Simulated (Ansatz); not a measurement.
The cluster Zn₂O₂, relaxed as a singlet with RKS PBE0-D4/def2-SVP in Ansatz, starting from the GFN1-xTB geometry. Force threshold 0.02 eV/Å.

The restricted singlet is unstable towards broken spin symmetry in Hartree–Fock (as tested in another run); at PBE0-D4/def2-SVP this wasn't settled. Another isomer (triplet) lies 0.76 eV lower at PBE0-D4/def2-TZVP; other spin states weren't run for this one.

Start:

Cartesian coordinates in Å:
```
Zn -1.5304 0.9243 0.5659
Zn 1.5209 -0.9243 -0.5724
O -0.3666 -0.2265 -0.6229
O 0.3761 0.2265 0.6294
```

```tsv
step	energy (eV)	largest force component (eV/Å)	SCF passes
1	-100894.1439	0.947	33
2	-100894.2354	0.500	38
3	-100894.2712	0.061	37
4	-100894.2716	0.020	29
```

Force components are those of the run's own axes.

End:

```xyz
4

Zn   -1.463    0.887    0.546
Zn    1.463   -0.887   -0.546
O    -0.392   -0.240   -0.662
O     0.392    0.239    0.662
```

By distances, no bond broke or formed. The bond that changes most is O3–O4, from 1.52 to 1.61 Å (atoms count from 1).

No frequencies were taken in this run, so the end may be a saddle point.

Hardware: 2 threads of Arm Neoverse V1 on a shared host. Wall time 13 s.
